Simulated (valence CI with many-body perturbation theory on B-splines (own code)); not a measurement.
**Isoelectronic trend, 33 electrons, As to Ta40+**

Method: relativistic CI+MBPT: five valence electrons over a frozen Dirac-Fock core [Ar] 3d10, radial functions for each j: 9 s, 9 p, 8 d, 6 f, 3 g, 1 h, with the one-electron correlation potential Σ1, the two-electron term Σ2, the three-electron term Σ3, Breit, model QED; selected CI, second order for the rest, scaled by the run's own slope (own B-spline code, finite nucleus). Basis and details of the method differ along the sequence, and some ions are missing.

Excitation energies in eV above the lowest level of each ion. Labels name the leading LS component, so a column can jump where levels mix; a blank means that no level of the computed list carries the label, and where several do, the lowest of them is shown. The ionisation energies from NIST are mostly theoretical or semi-empirical. By estimate, excited configurations hold to about 0.1 % in light ions and 0.5 % in heavy ones, terms of the ground configuration to 0.5 to 2 %, and small fine-structure intervals to 10 cm⁻¹ or more; near the neutral end and where shells cross, configurations can be misplaced by 0.1 to 0.6 eV.

```
  Ion    Lowest level  IE (eV)  IE, NIST (eV)  4s²4p³ ⁴S°_3/2  4s²4p³ ²D°_5/2  4s²4p³ ²P°_1/2  4s4p⁴ ⁴P_5/2  4s4p⁴ ²D_3/2  4s4p⁴ ²S_1/2  4s4p⁴ ²D_5/2
   As  4s²4p³ ⁴S°_3/2   9.7579        9.78855               0           1.359           2.261                                                        
 Kr3+  4s²4p³ ⁴S°_3/2   50.667   50.85 ± 0.11               0           2.329           3.866         14.69         18.05         21.56         18.16
 Zr7+  4s²4p³ ⁴S°_3/2    133.5    133.7 ± 0.5               0           3.604           5.777         23.33         28.70         32.86         29.07
Tc10+  4s²4p³ ⁴S°_3/2   215.02      214 ± 2.4               0           4.911           7.517         30.24         37.22         42.23         37.99
Pd13+  4s²4p³ ⁴S°_3/2   312.73        311 ± 3               0           6.815           9.841         37.84         46.69         52.65         48.11
In16+  4s²4p³ ⁴S°_3/2   426.51        425 ± 3               0           9.554           12.99         46.40         57.57         64.64         59.87
Te19+  4s²4p³ ⁴S°_3/2   556.26        555 ± 4               0           13.32           17.17         56.08         70.34                       73.63
Cs22+  4s²4p³ ⁴S°_3/2   701.95        700 ± 4               0           18.30           22.55         67.09                                     89.78
Ce25+  4s²4p³ ²P°_3/2   863.57        862 ± 4           21.07           24.70           29.36         79.62                                     108.9
Pm28+  4s²4p³ ²P°_3/2   1041.1       1040 ± 4           28.77           32.77           37.84         93.91         102.8         105.5         130.8
Gd31+  4s²4p³ ²P°_3/2   1234.7       1233 ± 4           38.42           42.77           48.25         110.2         127.4         123.3         155.3
Ho34+  4s²4p³ ²P°_3/2   1444.3       1443 ± 5           50.34           55.04           60.93         128.6         146.3         143.5         187.0
Yb37+  4s²4p³ ²P°_3/2   1670.1       1668 ± 4           64.89           69.92           76.23         149.1         168.8         166.4         219.5
Ta40+  4s²4p³ ²P°_3/2   1912.1       1910 ± 4           82.47           87.82           94.55         170.1                       192.6         279.7
```

(1) Does the computed ground configuration or its J change in this range?

Shares of the ionisation energy in eV, for some of the ions:

```json
{"Ion": "As", "Σ1": "0.246", "Σ2": "-0.141", "Σ3": "-0.00338", "Breit": "0.00300", "QED": "0.00180"}
{"Ion": "Zr7+", "Σ1": "0.804", "Σ2": "-0.151", "Σ3": "-0.0826", "Breit": "-0.0248", "QED": "0.00222"}
{"Ion": "Pd13+", "Σ1": "1.05", "Σ2": "-0.0787", "Σ3": "-0.142", "Breit": "-0.105", "QED": "0.00154"}
{"Ion": "Te19+", "Σ1": "1.21", "Σ2": "0.00601", "Σ3": "-0.188", "Breit": "-0.250", "QED": "-0.00266"}
{"Ion": "Ce25+", "Σ1": "1.34", "Σ2": "0.0734", "Σ3": "-0.226", "Breit": "-0.456", "QED": "-0.0125"}
{"Ion": "Gd31+", "Σ1": "1.43", "Σ2": "0.144", "Σ3": "-0.259", "Breit": "-0.748", "QED": "-0.0355"}
{"Ion": "Yb37+", "Σ1": "1.50", "Σ2": "0.216", "Σ3": "-0.288", "Breit": "-1.13", "QED": "-0.0758"}
```

## Answers

(1) No, it stays 4s²4p³ with J = 3/2; its leading component is 94 % ⁴S° at the start and 46 % ²P° at the end, where the leading jj configuration holds 99 %.
